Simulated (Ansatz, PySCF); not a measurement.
This PySCF input computes a r2SCAN/def2-TZVPD energy:

```python
from pyscf import gto, scf, dft

mol = gto.M(
    atom='''
    O     1.39901660   -0.49795935    0.03366731
    B     0.19588406   -0.06972205    0.00471395
    O    -0.98129508   -0.92517319   -0.15754506
    O    -0.18219759    1.33930127    0.12954563
    H    -1.78320164   -0.46787925    0.10955747
    H    -1.08041008    1.48713965   -0.17847023
    ''',
    basis='def2-tzvpd',
    charge=-1,
    spin=0,
    verbose=4,
)

mf = dft.RKS(mol, xc='r2scan').density_fit(auxbasis='def2-universal-jkfit')
mf.grids.level = 4
mf.conv_tol = 1e-9
mf.max_cycle = 100
mf.max_memory = 1500
mf.kernel()
if not mf.converged:
    mf = mf.newton()
    mf.kernel(mf.make_rdm1())
mf.analyze()
```

Write an input for the same energy in Ansatz (an electronic-structure program) and say what it gives.


Ansatz 0.2 input:
```yaml
crystal:
  periodic: [false, false, false]
  atoms:
    - {symbol: O, position_ang: [1.39901660, -0.49795935, 0.03366731]}
    - {symbol: B, position_ang: [0.19588406, -0.06972205, 0.00471395]}
    - {symbol: O, position_ang: [-0.98129508, -0.92517319, -0.15754506]}
    - {symbol: O, position_ang: [-0.18219759, 1.33930127, 0.12954563]}
    - {symbol: H, position_ang: [-1.78320164, -0.46787925, 0.10955747]}
    - {symbol: H, position_ang: [-1.08041008, 1.48713965, -0.17847023]}
basis:
  gaussian:
    orbitals: def2-TZVPD
hamiltonian:
  xc: {name: r2SCAN}
total_charge: -1
output: {forces: true}
```
It gives -251.88297 Eh, and PySCF -251.88304 Eh, a difference of 0.07 mEh, from the treatment of integrals and grids.
